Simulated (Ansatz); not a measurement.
Geometry optimisation, RKS PBE0-D4/def2-SVP (Ansatz 0.2.0).

Input:

```yaml
crystal:
  periodic: [false, false, false]
  atoms:
    - { symbol: B, position_ang: [-1.1107, -0.0007, 2.4915] }
    - { symbol: Se, position_ang: [0.8116, -0.2765, 2.2595] }
    - { symbol: Si, position_ang: [0.4221, -1.4369, 0.3178] }
    - { symbol: Si, position_ang: [-0.2181, -0.0447, -1.2592] }
    - { symbol: C, position_ang: [0.9209, 1.3412, -1.4832] }
    - { symbol: H, position_ang: [-1.662, 1.0069, 1.9827] }
    - { symbol: H, position_ang: [-1.7951, -0.7374, 3.0674] }
    - { symbol: H, position_ang: [1.7602, -2.0198, -0.1206] }
    - { symbol: H, position_ang: [-0.5287, -2.4853, 0.6094] }
    - { symbol: H, position_ang: [-0.4234, -0.786, -2.5001] }
    - { symbol: H, position_ang: [-1.6099, 0.4854, -0.8349] }
    - { symbol: H, position_ang: [1.0326, 1.9082, -0.4909] }
    - { symbol: H, position_ang: [1.8599, 0.9682, -1.7732] }
    - { symbol: H, position_ang: [0.5276, 2.0482, -2.2374] }
basis:
  gaussian: { orbitals: def2-SVP }
hamiltonian:
  xc: pbe0
  dispersion: d4
relax:
  f_tol: 0.015
  max_steps: 40
```

Launched with:

```bash
$ ansatz run input.yaml --threads 2 --pin off --max-ram 3072MiB --backend cpu --events-out ev --progress --plain --runs-dir out
```

Task: Where does it end, and by what steps?

Result: The forces met the threshold. After 21 steps the energy has fallen by 1.099 eV; H6 moved furthest, 1.57 Å.

| step | energy less start (eV) | largest force component (eV/Å) | accepted |
| --- | --- | --- | --- |
| 0 | 0.0000 | 2.513 | yes |
| 1 | -0.4030 | 0.912 | yes |
| 2 | -0.4286 | 0.435 | yes |
| 3 | -0.4521 | 0.059 | yes |
| 4 | -0.4568 | 0.062 | yes |
| 5 | -0.4610 | 0.069 | yes |
| 6 | -0.4827 | 0.214 | yes |
| 7 | -0.5394 | 0.418 | yes |
| 8 | -0.6389 | 0.470 | yes |
| 9 | -0.7631 | 0.633 | yes |
| 10 | -0.8606 | 0.641 | yes |
| 11 | -0.9523 | 0.591 | yes |
| 12 | -1.0181 | 0.373 | yes |
| 13 | -1.0617 | 0.225 | yes |
| 14 | -1.0863 | 0.128 | yes |
| 15 | -1.0944 | 0.049 | yes |
| 16 | -1.0955 | 0.096 | yes |
| 17 | -1.0961 | 0.139 | yes |
| 18 | -1.0970 | 0.130 | yes |
| 19 | -1.0983 | 0.039 | yes |
| 20 | -1.0985 | 0.023 | yes |
| 21 | -1.0986 | 0.013 | yes |

```xyz
14
Properties=species:S:1:pos:R:3
B -1.102 0.207 2.570
Se 0.738 -0.190 2.258
Si 0.479 -1.513 0.372
Si -0.293 -0.141 -1.367
C 0.853 1.339 -1.548
H -1.343 0.911 3.517
H -1.969 -0.232 1.856
H 1.838 -2.066 0.079
H -0.440 -2.646 0.697
H -0.359 -0.932 -2.637
H -1.681 0.298 -1.020
H 0.912 1.895 -0.599
H 1.869 1.018 -1.821
H 0.485 2.023 -2.328
```

Whether the end is a true minimum wasn't checked by a vibrational analysis.

Time of the run: 2.3 min on 2 threads of Arm Neoverse V1 (shared host), peak memory 0.4 GiB.
